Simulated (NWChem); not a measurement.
System: ZnBrF; SMILES [F][Zn][Br]

Excerpt of the output:

```
             Northwest Computational Chemistry Package (NWChem) 7.3.0
             --------------------------------------------------------

 ORDER OF PRIMARY AXIS IS BEING SET TO 4
 C4V symmetry detected

                             Geometry "geometry" -> ""
                             -------------------------

 Output coordinates in angstroms (scale by  1.889725989 to convert to a.u.)

  No.       Tag          Charge          X              Y              Z
 ---- ---------------- ---------- -------------- -------------- --------------
    1 Zn                  30.0000     0.00000000     0.00000000     0.83838461
    2 F                    9.0000     0.00000000     0.00000000     2.57734133
    3 Br                  35.0000     0.00000000     0.00000000    -1.38136029

 Effective nuclear repulsion energy (a.u.)     374.5857265030

      Symmetry information
      --------------------

 Group name             C4v
 Group number             18
 Group order               8
 No. of unique centers     3

                                 NWChem DFT Module
                                 -----------------

 Summary of "ao basis" -> "ao basis" (spherical)
 ------------------------------------------------------------------------------
       Tag                 Description            Shells   Functions and Types
 ---------------- ------------------------------  ------  ---------------------
 Zn                          6-31g*                 12       34   5s4p2d1f
 F                           6-31g*                  6       14   3s2p1d
 Br                          6-31g*                 12       32   5s4p3d

      Symmetry analysis of basis
      --------------------------

        a1         30
        a2          0
        b1          7
        b2          7
        e          36

            General Information
            -------------------
          SCF calculation type: DFT
          Wavefunction type:  closed shell.
          No. of atoms     :     3
          No. of electrons :    74
           Alpha electrons :    37
            Beta electrons :    37
          Charge           :     0
          Spin multiplicity:     1
          Use of symmetry is: on ; symmetry adaption is: on
          Maximum number of iterations: 150
          AO basis - number of functions:    80
                     number of shells:    30
          Convergence on energy requested:  1.00D-06
          Convergence on density requested:  1.00D-05
          Convergence on gradient requested:  5.00D-04

              XC Information
              --------------
                         B3LYP Method XC Potential
                     Hartree-Fock (Exact) Exchange  0.200
                        Slater Exchange Functional  0.800 local
                    Becke 1988 Exchange Functional  0.720 non-local
              Lee-Yang-Parr Correlation Functional  0.810
                  VWN I RPA Correlation Functional  0.190 local

             Grid Information
             ----------------
          Grid used for XC integration:  xcoarse
          Radial quadrature: Mura-Knowles
          Angular quadrature: Lebedev.
          Tag              B.-S. Rad. Rad. Pts. Rad. Cut. Ang. Pts.
          ---              ---------- --------- --------- ---------
          Zn                  1.35       75           8.0       194
          F                   0.50       21          10.0       194
          Br                  1.15       75           9.0       194
          Grid pruning is: on
          Number of quadrature shells:   171
          Spatial weights used:  Erf1

      Superposition of Atomic Density Guess
      -------------------------------------

 Sum of atomic energies:       -4448.94069826

      Non-variational initial energy
      ------------------------------

 Total energy =   -4449.110716
 1-e energy   =   -6953.051371
 2-e energy   =    2129.354928
 HOMO         =      -0.408926
 LUMO         =      -0.071506

      Symmetry analysis of molecular orbitals - initial
      -------------------------------------------------

 !! scf_movecs_sym_adapt:   14 vectors were symmetry contaminated

  Symmetry fudging

 !! scf_movecs_sym_adapt:   10 vectors were symmetry contaminated

  Numbering of irreducible representations:

     1 a1          2 a2          3 b1          4 b2          5 e

  Orbital symmetries:

     1 a1          2 a1          3 a1          4 a1          5 e
     6 e           7 a1          8 a1          9 e          10 e
    11 a1         12 a1         13 a1         14 e          15 e
    16 a1         17 a1         18 e          19 e          20 a1
    21 e          22 e          23 b1         24 b2         25 a1
    26 a1         27 a1         28 e          29 e          30 b1
    31 b2         32 e          33 e          34 a1         35 a1
    36 e          37 e          38 a1         39 e          40 e
    41 a1         42 a1         43 e          44 e          45 a1
    46 e          47 e

     ---------------------------------------------
      Total Density - Mulliken Population Analysis
     ---------------------------------------------

    Atom       Charge   Shell Charges
 -----------   ------   -------------------------------------------------------
    1 Zn  30    28.72   2.00  2.00  6.00  2.00  6.00  0.41  0.20  0.15  0.02  6.82  3.12  0.01
    2 F    9     9.80   2.00  0.96  3.55  1.02  2.28  0.01
    3 Br  35    35.48   2.00  2.00  6.00  2.00  5.99  1.56  3.93  0.38  1.60  6.97  2.93  0.12

[...]

                         DFT ENERGY GRADIENTS

    atom               coordinates                        gradient
                 x          y          z           x          y          z
   1 Zn      0.000000   0.000000   1.584317    0.000000   0.000000  -0.016357
   2 F       0.000000   0.000000   4.870469    0.000000   0.000000   0.020620
   3 Br      0.000000   0.000000  -2.610392    0.000000   0.000000  -0.004263
```

Level: B3LYP/6-31G* (spherical d). The geometry was optimised at PBE0/def2-SVP.

**Question.** Which NWChem input produces such a log?

**Answer.** Several could match; the one computed here: the input that was run:
```
start job
memory heap 200 mb stack 900 mb global 1100 mb
geometry units angstroms noautoz
  Zn    -0.215310     0.714772     0.000000
  F     -0.548608     2.421489     0.000000
  Br     0.210136    -1.463820     0.000000
end
basis spherical
  Zn library 6-31g*
  F library 6-31g*
  Br library 6-31g*
end
dft
  xc b3lyp
  grid xcoarse
  iterations 150
  mulliken
end
task dft gradient
```
